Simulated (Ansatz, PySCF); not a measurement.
Gas-phase reaction in SMILES: CCCCCSC → [CH3] (CH3) + [CH2]CCCSC (the C-C bond at the site shown breaks; other sites are not compared here)
Each molecule is optimised on its own at B3LYP-D3(BJ)/def2-TZVP (Ansatz, a first-principles code), one conformer each, not searched for the lowest.
Geometry of the first species:
```xyz
21

C     -4.0240     0.6980    -0.4231
C     -2.6320     0.9168     0.1623
C     -1.6161    -0.1222    -0.3064
C     -0.2219     0.0896     0.2813
C      0.7784    -0.9545    -0.1996
S      2.4513    -0.8050     0.5000
C      3.0148     0.7162    -0.3087
H     -4.7289     1.4538    -0.0722
H     -4.0029     0.7437    -1.5147
H     -4.4186    -0.2814    -0.1420
H     -2.2738     1.9159    -0.1064
H     -2.6863     0.8977     1.2555
H     -1.5582    -0.1021    -1.4005
H     -1.9742    -1.1231    -0.0401
H      0.1313     1.0895     0.0140
H     -0.2688     0.0603     1.3732
H      0.8565    -0.9459    -1.2900
H      0.4490    -1.9549     0.0890
H      4.0565     0.8562    -0.0235
H      2.4446     1.5852     0.0166
H      2.9575     0.6218    -1.3938
```
Charge 0, spin multiplicity 1.

Quantity: bond dissociation energy (enthalpy at 298 K, with B3LYP-D3(BJ) rigid-rotor harmonic-oscillator terms from PySCF), in eV. Correlated levels leave the core frozen unless marked. Open shells are spin-unrestricted. No spin-orbit coupling. No relativistic terms. Basis-set limits of correlation are two-point, X^-3; Hartree-Fock from the larger set. [CCSD(T)-MP2]/basis is that difference in the basis named.

RI-MP2/CBS(cc-pV(T+d)Z,cc-pV(Q+d)Z)+[CCSD(T)-MP2]/cc-pV(T+d)Z (Ansatz) gives 3.91 eV.

### Question
Another calculation gave 3.49 eV. Which level was it?
A. SVWN5/def2-TZVPD (Ansatz)
B. r2SCAN/def2-TZVPD (Ansatz)
C. wB97X-V/def2-TZVPD (Ansatz)
D. LC-wPBE/def2-TZVPD (Ansatz)

### Answer
B, r2SCAN/def2-TZVPD (Ansatz). The others give 3.93 (wB97X-V), 3.72 (LC-wPBE), 4.59 (SVWN5) eV.
